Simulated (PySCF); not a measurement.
Species: C6H9OS (doublet state).
SMILES with atom numbers: `[CH2:1]=[CH:2][O:3][C@@H:4]1[CH2:5][CH2:6][CH:7][S:8]1` (hydrogens: H9, H10 on C1; H11 on C2; H12 on C4; H13, H14 on C5; H15, H16 on C6; H17 on C7)

Structure used (GFN2-xTB), in Å, numbered top down from 1:
```xyz
17
C6H9OS angstrom
C      2.8240   -0.4017   -0.3511
C      2.0621   -0.8838    0.6155
O      0.8006   -0.5122    0.9624
C      0.2094    0.5554    0.2949
C     -1.1075    0.9042    0.9778
C     -2.1543   -0.0792    0.4553
C     -1.8962   -0.1952   -1.0011
S     -0.2625    0.0890   -1.4379
H      3.8083   -0.8017   -0.5038
H      2.5080    0.3727   -1.0265
H      2.3891   -1.6774    1.2734
H      0.8993    1.4049    0.2261
H     -1.3862    1.9232    0.7067
H     -0.9837    0.8370    2.0582
H     -3.1699    0.2743    0.6481
H     -2.0380   -1.0469    0.9660
H     -2.5096   -0.7506   -1.6807
```

The hyperfine couplings belong to this conformer and change with its torsions.

The calculation used UKS B3LYP, pcH-1 on C H O S, non-relativistic, mean-field spin-orbit, GIAO (PySCF 2.14.0). The structure is a single GFN2-xTB conformer in the gas phase; no vibrational or solvent corrections. The geometry wasn't refined by DFT: couplings that depend on bond lengths, twists or pyramidal angles can differ widely from those at the functional's own minimum. No stability test was run, so a lower SCF solution isn't excluded.

Q: Predict the first-order ENDOR lines of C7, C6, C5, C4, H16, H17, H15, H14, H10 and H13 under fast tumbling at B = 3360.8 mT (W band).

A: For S = 1/2 in fast tumbling each set of equivalent nuclei gives two lines, ν± = |νn ± a/2| to first order, with νn = g_N μN B/h and μN/h = 7.62259 MHz/T.

| nuclei | isotope | g_N | νn (MHz) | a_iso (MHz) | lower line (MHz) | upper line (MHz) |
| --- | --- | --- | --- | --- | --- | --- |
| C7 | 13C | 1.4048 | 35.99 | 118.05 | 23.04 | 95.02 |
| C6 | 13C | 1.4048 | 35.99 | -24.34 | 23.82 | 48.16 |
| C5 | 13C | 1.4048 | 35.99 | 5.05 | 33.46 | 38.51 |
| C4 | 13C | 1.4048 | 35.99 | -2.16 | 34.91 | 37.07 |
| H16 | 1H | 5.5857 | 143.09 | 116.72 | 84.74 | 201.45 |
| H17 | 1H | 5.5857 | 143.09 | -44.06 | 121.07 | 165.12 |
| H15 | 1H | 5.5857 | 143.09 | 42.41 | 121.89 | 164.30 |
| H14 | 1H | 5.5857 | 143.09 | -3.25 | 141.47 | 144.72 |
| H10 | 1H | 5.5857 | 143.09 | 1.30 | 142.45 | 143.74 |
| H13 | 1H | 5.5857 | 143.09 | -1.07 | 142.56 | 143.63 |

The rows for 13C, of low natural abundance, apply to labelled samples.

Q: Which pairs are centred on the nuclear Larmor frequency, and which on half the coupling?

A: Centred on νn, since |a| < 2νn: C6, C5, C4, H16, H17, H15, H14, H10 and H13. Centred on |a|/2 and split by 2νn: C7.

Q: At what field would the lower line of H15 fall to zero frequency?

A: Where νn = |a|/2, that is B = 21.20 MHz/(5.5857 × 7.62259 MHz/T) = 498 mT, as far as first order holds there.

The Mulliken spin populations are largest on C7 (+0.84), S8 (+0.17) and C6 (-0.06). The angles at C7 add up to 356.1°, so it is nearly planar; its axial dipolar tensor and the negative coupling of its proton fit spin in a p orbital normal to that plane.

On an Arm Neoverse V2 with one thread, on a shared host, this took 1.7 min wall (with the writing of density and orbital grids) and 0.98 GiB of memory at its peak.
